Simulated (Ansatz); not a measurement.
Basis sets compared for SiSn₄. Total charge 0; singlet. Geometry PBE-D4/def2-SVP. Ansatz on 4 threads of Arm Neoverse V2 on a shared host; times are rough, and most runs start from earlier orbitals.

Cartesian coordinates in Å:
```
Si 0.1070 -0.6437 -1.4229
Sn -0.1256 0.7559 1.6710
Sn -1.4246 -1.5198 0.4803
Sn -0.6458 1.7968 -0.9615
Sn 2.0891 -0.3892 0.2331
```

In the def2 sets Sn takes a core potential; there is no spin–orbit coupling. The structure comes from a short search, and lower isomers may exist.

Binding counts from free atoms (Si triplet, Sn triplet) in the same basis, without a counterpoise term.

```tsv
level	functions	energy (Eh)	HOMO (eV)	LUMO (eV)	binding per atom (eV)	wall time
PBE-D4/def2-SVP	122	-1146.6075	-5.14	-3.28	2.76	1.6 s
PBE-D4/def2-TZVP	237	-1146.7322	-5.11	-3.26	2.79	3.5 s
r2SCAN-D4/def2-TZVP	237	-1147.1475	-5.31	-3.29	2.63	9 s
PBE0-D4/def2-SVP	122	-1146.6447	-5.83	-2.77	2.59	2.8 s
PBE0-D4/def2-TZVP	237	-1146.7667	-5.78	-2.73	2.63	9.5 s
```

Task: Estimate the rows for PBE-D4/def2-TZVPD, r2SCAN-D4/def2-TZVPD, PBE0-D4/def2-TZVPD.

Result: 
| level | functions | energy (Eh) | HOMO (eV) | LUMO (eV) | binding per atom (eV) | wall time |
| --- | --- | --- | --- | --- | --- | --- |
| PBE-D4/def2-TZVPD | 267 | -1146.7329 | -5.11 | -3.27 | 2.79 | 5.5 s |
| r2SCAN-D4/def2-TZVPD | 267 | -1147.1482 | -5.31 | -3.29 | 2.63 | 12 s |
| PBE0-D4/def2-TZVPD | 267 | -1146.7673 | -5.78 | -2.73 | 2.63 | 10 s |
